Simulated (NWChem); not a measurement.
System: CH6SeSi; SMILES C[Se][SiH3]

Here is an NWChem input.

```
start job
memory heap 200 mb stack 900 mb global 1100 mb
geometry units angstroms noautosym nocenter noautoz
  Se    -0.485546     0.538699     0.005220
  C      1.335816     1.340870     0.001858
  H      1.189665     2.422242     0.013707
  H      1.875315     1.054734    -0.902134
  H      1.886655     1.036955     0.893013
  Si     0.153506    -1.664646    -0.008645
  H      0.965323    -2.009956     1.190939
  H      0.959093    -1.996442    -1.216131
  H     -1.099770    -2.461562    -0.009870
end
basis spherical
  * library def2-svpd
end
dft
  xc b3lyp
  iterations 150
end
property
  response 1 0.0
end
task dft property
```

Output (shortened):

```
             Northwest Computational Chemistry Package (NWChem) 7.3.0
             --------------------------------------------------------

                             Geometry "geometry" -> ""
                             -------------------------

 Output coordinates in angstroms (scale by  1.889725989 to convert to a.u.)

  No.       Tag          Charge          X              Y              Z
 ---- ---------------- ---------- -------------- -------------- --------------
    1 Se                  34.0000    -0.48554600     0.53869900     0.00522000
    2 C                    6.0000     1.33581600     1.34087000     0.00185800
    3 H                    1.0000     1.18966500     2.42224200     0.01370700
    4 H                    1.0000     1.87531500     1.05473400    -0.90213400
    5 H                    1.0000     1.88665500     1.03695500     0.89301300
    6 Si                  14.0000     0.15350600    -1.66464600    -0.00864500
    7 H                    1.0000     0.96532300    -2.00995600     1.19093900
    8 H                    1.0000     0.95909300    -1.99644200    -1.21613100
    9 H                    1.0000    -1.09977000    -2.46156200    -0.00987000

 Effective nuclear repulsion energy (a.u.)     251.1801819183

                              NWChem Property Module
                              ----------------------

                                 NWChem DFT Module
                                 -----------------

 Summary of "ao basis" -> "ao basis" (spherical)
 ------------------------------------------------------------------------------
       Tag                 Description            Shells   Functions and Types
 ---------------- ------------------------------  ------  ---------------------
 Se                        def2-svpd                15       41   6s5p4d
 C                         def2-svpd                 8       20   4s2p2d
 H                         def2-svpd                 4        8   2s2p
 Si                        def2-svpd                10       24   5s3p2d

            General Information
            -------------------
          SCF calculation type: DFT
          Wavefunction type:  closed shell.
          No. of atoms     :     9
          No. of electrons :    60
           Alpha electrons :    30
            Beta electrons :    30
          Charge           :     0
          Spin multiplicity:     1
          Use of symmetry is: off; symmetry adaption is: off
          Maximum number of iterations: 150
          AO basis - number of functions:   133
                     number of shells:    57
          Convergence on energy requested:  1.00D-06
          Convergence on density requested:  1.00D-05
          Convergence on gradient requested:  5.00D-04

              XC Information
              --------------
                         B3LYP Method XC Potential
                     Hartree-Fock (Exact) Exchange  0.200
                        Slater Exchange Functional  0.800 local
                    Becke 1988 Exchange Functional  0.720 non-local
              Lee-Yang-Parr Correlation Functional  0.810
                  VWN I RPA Correlation Functional  0.190 local

             Grid Information
             ----------------
          Grid used for XC integration:  medium
          Radial quadrature: Mura-Knowles
          Angular quadrature: Lebedev.
          Tag              B.-S. Rad. Rad. Pts. Rad. Cut. Ang. Pts.
          ---              ---------- --------- --------- ---------
          Se                  1.15      112          12.0       590
          C                   0.70       49          12.0       434
          H                   0.35       45          13.0       434
          Si                  1.10       88          12.0       590
          Grid pruning is: on
          Number of quadrature shells:   519
          Spatial weights used:  Erf1

      Superposition of Atomic Density Guess
      -------------------------------------

 Sum of atomic energies:       -2728.87346355

      Non-variational initial energy
      ------------------------------

 Total energy =   -2730.033395
 1-e energy   =   -4297.187923
 2-e energy   =    1315.974346
 HOMO         =      -0.270171
 LUMO         =       0.012728

   convergence    iter        energy       DeltaE   RMS-Dens  Diis-err
 ---------------- ----- ----------------- --------- --------- ---------
 d= 0,ls=0.0,diis     1  -2732.3874873545 -2.98D+03  7.59D-03  3.35D-01
 d= 0,ls=0.0,diis     2  -2732.4052052804 -1.77D-02  3.72D-03  1.44D-01
 d= 0,ls=0.0,diis     3  -2732.4186645229 -1.35D-02  1.41D-03  3.47D-02
 d= 0,ls=0.0,diis     4  -2732.4232348205 -4.57D-03  3.07D-04  1.34D-03
 d= 0,ls=0.0,diis     5  -2732.4234390594 -2.04D-04  8.99D-05  9.69D-05
  Resetting Diis
 d= 0,ls=0.0,diis     6  -2732.4234550863 -1.60D-05  2.44D-05  5.14D-06
 d= 0,ls=0.0,diis     7  -2732.4234559158 -8.30D-07  8.70D-06  4.14D-07

         Total DFT energy =    -2732.423455915813
      One electron energy =    -4299.847393633057
           Coulomb energy =     1432.003805953255
    Exchange-Corr. energy =     -115.760050154361
 Nuclear repulsion energy =      251.180181918350

 Numeric. integr. density =       59.999994229427

                       DFT Final Molecular Orbital Analysis
                       ------------------------------------

 Vector   28  Occ=2.000000D+00  E=-3.429598D-01
              MO Center= -6.5D-02, -6.4D-01, -3.4D-03, r^2= 4.7D+00
   Bfn.  Coefficient  Atom+Function         Bfn.  Coefficient  Atom+Function
  ----- ------------  ---------------      ----- ------------  ---------------
   126      0.315499  9 H  s                 97     -0.226213  6 Si px
    46     -0.218737  2 C  px                14      0.208170  1 Se py
    47     -0.192509  2 C  py                13      0.188971  1 Se px
    17      0.178727  1 Se py                95     -0.155735  6 Si py
    98     -0.156094  6 Si py                16      0.154880  1 Se px

 Vector   29  Occ=2.000000D+00  E=-3.050041D-01
              MO Center= -2.1D-01,  1.8D-01,  2.4D-03, r^2= 3.3D+00
   Bfn.  Coefficient  Atom+Function         Bfn.  Coefficient  Atom+Function
  ----- ------------  ---------------      ----- ------------  ---------------
    13      0.297681  1 Se px                14     -0.295243  1 Se py
    16      0.279060  1 Se px                17     -0.279288  1 Se py
     4     -0.229546  1 Se s                 95      0.216536  6 Si py
    10     -0.188462  1 Se px                11      0.185790  1 Se py
    98      0.185327  6 Si py                46     -0.158916  2 C  px

 Vector   30  Occ=2.000000D+00  E=-2.341182D-01
              MO Center= -3.1D-01,  3.6D-01,  3.5D-03, r^2= 2.6D+00
   Bfn.  Coefficient  Atom+Function         Bfn.  Coefficient  Atom+Function
  ----- ------------  ---------------      ----- ------------  ---------------
    18      0.542084  1 Se pz                15      0.498366  1 Se pz
    12     -0.312077  1 Se pz                71      0.128990  4 H  s
    79     -0.127543  5 H  s                  9      0.101216  1 Se pz
    70      0.100226  4 H  s                 78     -0.099610  5 H  s
   110     -0.097290  7 H  s                118      0.097151  8 H  s

 Vector   31  Occ=0.000000D+00  E=-2.039884D-02
              MO Center=  2.7D-01,  1.7D-01,  7.8D-04, r^2= 7.6D+00
   Bfn.  Coefficient  Atom+Function         Bfn.  Coefficient  Atom+Function
  ----- ------------  ---------------      ----- ------------  ---------------
    89      1.113792  6 Si s                 90     -0.734688  6 Si s
    45      0.467818  2 C  s                 63     -0.436627  3 H  s
     6      0.419370  1 Se s                 17      0.363163  1 Se py
    20      0.337337  1 Se py                43     -0.271213  2 C  s
   111     -0.251373  7 H  s                119     -0.250944  8 H  s

 Vector   32  Occ=0.000000D+00  E=-8.614985D-03
              MO Center= -2.9D-01, -4.1D-01, -1.9D-05, r^2= 7.9D+00
   Bfn.  Coefficient  Atom+Function         Bfn.  Coefficient  Atom+Function
  ----- ------------  ---------------      ----- ------------  ---------------
    89      1.257104  6 Si s                 90     -0.981252  6 Si s
     6      0.719628  1 Se s                  5     -0.408447  1 Se s
     4     -0.389481  1 Se s                 19     -0.371801  1 Se px
    45     -0.344615  2 C  s                 16     -0.333327  1 Se px
    44      0.246469  2 C  s                  3      0.228050  1 Se s

 Vector   33  Occ=0.000000D+00  E= 9.336309D-03
              MO Center=  6.1D-01, -1.1D+00, -8.1D-03, r^2= 1.0D+01
   Bfn.  Coefficient  Atom+Function         Bfn.  Coefficient  Atom+Function
  ----- ------------  ---------------      ----- ------------  ---------------
    89      3.855654  6 Si s                 90     -2.834316  6 Si s
    44     -0.917735  2 C  s                 45     -0.708938  2 C  s
    63      0.563814  3 H  s                 71      0.546957  4 H  s
    79      0.546013  5 H  s                111     -0.499910  7 H  s
   119     -0.501094  8 H  s                127     -0.475187  9 H  s

     Multipole analysis of the density
     ---------------------------------

     L   x y z        total         alpha         beta         nuclear
     -   - - -        -----         -----         ----         -------
     0   0 0 0      0.000000    -30.000000    -30.000000     60.000000

     1   1 0 0      0.524457      0.799197      0.799197     -1.073937
     1   0 1 0      0.051425     -1.015444     -1.015444      2.082314
     1   0 0 1     -0.001874     -0.036012     -0.036012      0.070150

     2   2 0 0    -29.963484    -69.627541    -69.627541    109.291598
     2   1 1 0      1.488686     -6.298574     -6.298574     14.085834
     2   1 0 1      0.000101      0.154357      0.154357     -0.308612
     2   0 2 0    -28.999256   -160.179258   -160.179258    291.359260
     2   0 1 1      0.010261     -0.670209     -0.670209      1.350679
     2   0 0 2    -31.994450    -24.051595    -24.051595     16.108739

 *** CALLING NEW AORESP DRIVER FOR CLOSED AND OPEN SHELLS ***
 Entering AOResponse driver routine

--------------------------------------------------------------------------------

          -----------------------------------------------
          Solving response equations for perturbing field
          -----------------------------------------------

 number of frequencies:     1
 frequency in a.u.:  0.0000000E+00
 Perturbing field: electric
 Using El. Dipole Length Gauge

 Setting up CPKS with frequency omega =      0.00000000 a.u.

 STATIC response

                                NWChem CPHF Module
                                ------------------

  scftype          =     RHF
  nclosed          =       30
  nopen            =        0
  variables        =     3090
  # of vectors     =        3
  tolerance        = 0.10D-03
  level shift      = 0.00D+00
  max iterations   =       50
  max subspace     =       30

 SCF residual:    1.0010257030311372E-003

Iterative solution of linear equations
  No. of variables     3090
  No. of equations        3
  Maximum subspace       30
        Iterations       50
       Convergence  1.0D-04

   iter   nsub   residual    time
   ----  ------  --------  ---------
     1      3    3.90D+00      49.7
     2      6    1.43D+00      63.4
     3      9    3.64D-01      76.4
     4     12    1.25D-01      90.0
     5     15    1.80D-02     103.5
     6     18    6.62D-03     117.2
     7     21    9.17D-04     138.3
     8     24    2.37D-04     156.0
     9     27    1.14D-04     172.7
    10     30    5.96D-05     185.7

 Electric Dipole Response Matrix (nonzero elements):

              1        2        3
    1   70.5463   2.7489  -0.0258
    2    2.7489  86.4981   0.1195
    3   -0.0258   0.1195  60.9189

 ------------------------------------------
 average:        72.65443 + I       0.00000

 DFT Linear Response polarizability / au
 Frequency  =       0.0000000 / au
              X              Y              Z
 -----------------------------------------------
 X      70.5462907      2.7489145     -0.0258140
 Y       2.7489088     86.4980792      0.1194943
 Z      -0.0258140      0.1194942     60.9189337
 -----------------------------------------------
 Eigenvalues =      70.0860922     86.9589960     60.9182154
 Isotropic   =      72.6544345
 Anisotropic =      22.8786703
 -----------------------------------------------

 Magnetic Dipole Response Matrix (nonzero elements):

 Exiting AOResponse driver routine
```

Level: B3LYP/def2-SVPD. The geometry was optimised at B3LYP/6-31G* (spherical d).
